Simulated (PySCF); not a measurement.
Electron correlation in S⁺ (sulfur, charge +1)

[Ne] 3s1 3p3 4s1, high-spin 6S determinant (an excited configuration). Computed with PySCF 2.14 in aug-cc-pCVTZ-DK with one added diffuse shell each of s, p, d, f type (9s8p6d4f, 91 functions), with the spin-free X2C one-electron Hamiltonian (Gaussian nucleus). Frozen: 1s2; 13 electrons correlated.

```csv
level,correlation energy (mhartree)
CCSD,-335.73
(T),-2.41
CCSD(T),-338.14
```

Diagnostics: T1 = 0.0065, D1 = 0.0326, largest double amplitude 0.034.

Question: Is a single reference adequate?

Answer: Yes: T1 lies below 0.03 and no double amplitude reaches 0.07.
